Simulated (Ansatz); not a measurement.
`BCB(C)F` + `[OH][Al]([F])[SH]` → `BC[O][Al]([F])[SH]` + `CBF`  (substitution at a C–B bond)

Calculated with Ansatz (gas phase, PBE0-D4/def2-TZVP geometries, no zero-point term in ΔE). CCSD(T)/CBS is the MP2 limit (def2-TZVPP, def2-QZVPP) plus CCSD(T) − MP2 in def2-TZVPP, frozen cores. This one scheme is used for every species. Functionals use def2-TZVPP. B3LYP here is the variant with VWN-RPA as its local correlation; programs differ in this. One conformer a species, not always the lowest.

```csv
level,ΔE (kcal/mol),difference from CCSD(T)/CBS
PBE0-D4,30.3,-0.6
B3LYP-D4,27.9,-3.0
ωB97X-V,28.5,-2.4
ωB97M-V,29.8,-1.1
B2PLYP,29.1,-1.8
r2SCAN,30.7,-0.2
PBE0,30.2,-0.7
HF/def2-TZVPP,26.0,-4.9
MP2/def2-TZVPP,32.1,1.2
SCS-MP2/def2-TZVPP,29.8,-1.1
CCSD/def2-TZVPP,29.9,-1.0
CCSD(T)/def2-TZVPP,30.3,-0.6
HF/def2-QZVPP,26.0,-4.9
MP2/def2-QZVPP,32.4,1.5
MP2/CBS(def2),32.6,1.7
CCSD/CBS(def2),30.4,-0.5
CCSD(T)/CBS,30.9,0
```

Largest T1 diagnostic among the species: 0.012.

In def2-TZVPP, CCSD(T) changes the Hartree–Fock value by +4.3 kcal/mol (the triples alone add +0.4 kcal/mol) and MP2 by +6.1 kcal/mol.
